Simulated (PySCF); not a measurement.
## A ladder of Hamiltonians for Os⁶²⁺ (osmium, charge +62)

Occupied: 1s1/2, 2s1/2, 2p1/2, 2p3/2, 3s1/2, 3p1/2. Hartree-Fock calculated with PySCF 2.14 in an even-tempered Gaussian basis (16 s from 8.8 bohr⁻², ratio 2.7; 14 p from 11 bohr⁻², ratio 2.7), Gaussian nucleus throughout. NR is non-relativistic, sf-X2C the spin-free one-electron X2C Hamiltonian, X2C adds the bare one-electron spin-orbit term, X2C-SNSO screens it by Boettger's factors, DC is four-component Dirac-Coulomb, and the Gaunt and Breit terms are added at first order (total energies over the DC spinors, levels after relaxing the spinors in that mean field). QED terms are absent. Levels marked empty are virtual spinors of this ion; the basis has s and p functions only, so 3d, which can lie below the n = 4 levels, is absent.

```
   level (eV)       X2C  X2C-SNSO
        1s1/2  -79388.7  -79390.5
        2s1/2  -17961.4  -17962.1
        2p1/2  -17482.6  -17446.3
        2p3/2  -15842.4  -15854.2
        3s1/2   -7216.3   -7216.6
        3p1/2   -7053.4   -7044.0
3p3/2 (empty)   -6500.0   -6503.2
4s1/2 (empty)   -3759.3   -3759.4
```

Q: Where do the four-component calculations put these levels?

A: 1s1/2: DC -79483.0, DC+Gaunt -79214.2, DC+Breit -79232.6; 2s1/2: DC -17975.5, DC+Gaunt -17945.6, DC+Breit -17947.9; 2p1/2: DC -17455.4, DC+Gaunt -17404.6, DC+Breit -17409.6; 2p3/2: DC -15863.6, DC+Gaunt -15830.8, DC+Breit -15835.6; 3s1/2: DC -7219.8, DC+Gaunt -7212.3, DC+Breit -7213.2; 3p1/2: DC -7046.4, DC+Gaunt -7033.4, DC+Breit -7035.0; 3p3/2 (empty): DC -6505.1, DC+Gaunt -6497.0, DC+Breit -6498.7; 4s1/2 (empty): DC -3760.5, DC+Gaunt -3757.8, DC+Breit -3758.2 (eV).

| Hamiltonian | E (hartree) | E − E(DC) (hartree) | CPU seconds |
| --- | --- | --- | --- |
| X2C | -12823.3009 | 4.5705 | 0.2 |
| X2C-SNSO | -12821.5338 | 6.3376 | 0.2 |
| DC | -12827.8714 | 0.0000 | 8.4 |
| DC+Gaunt | -12810.8142 | 17.0572 | 14 |
| DC+Breit | -12812.3470 | 15.5243 | 39 |

Weight of the small component: 1s1/2 0.0826, 2s1/2 0.0193, 2p1/2 0.0192, 2p3/2 0.0173, 3s1/2 0.00745, 3p1/2 0.00739, 3p3/2 0.00683, 4s1/2 0.00352.

Koopmans' value for the highest occupied level at DC+Breit: 7035.0 eV, against an ionisation energy of 7039 ± 15 eV (theoretical estimate listed by NIST; NIST Atomic Spectra Database, ionization energies); the former lacks relaxation, correlation, QED and recoil.

The whole ladder took 64 s of wall time on 1 thread of Neoverse-V2 (shared host), launched as `OMP_NUM_THREADS=1 python relrun2.py TASK.json OUT` (a driver that calls PySCF for each Hamiltonian).

Dirac-Coulomb iterations, started from the X2C spinors:

```
with_ssss True, with_gaunt False, with_breit False
light speed = 137.03599967994
init E= -12733.9677387994
cycle= 1 E= -12827.8686259884  delta_E= -93.9  |g|= 3.65  |ddm|= 0.23
cycle= 2 E= -12827.8713885871  delta_E= -0.00276  |g|= 0.0495  |ddm|= 0.0158
cycle= 3 E= -12827.8713914149  delta_E= -2.83e-06  |g|= 0.00149  |ddm|= 0.000766
cycle= 4 E= -12827.8713914177  delta_E= -2.77e-09  |g|= 8e-06  |ddm|= 1.94e-05
```
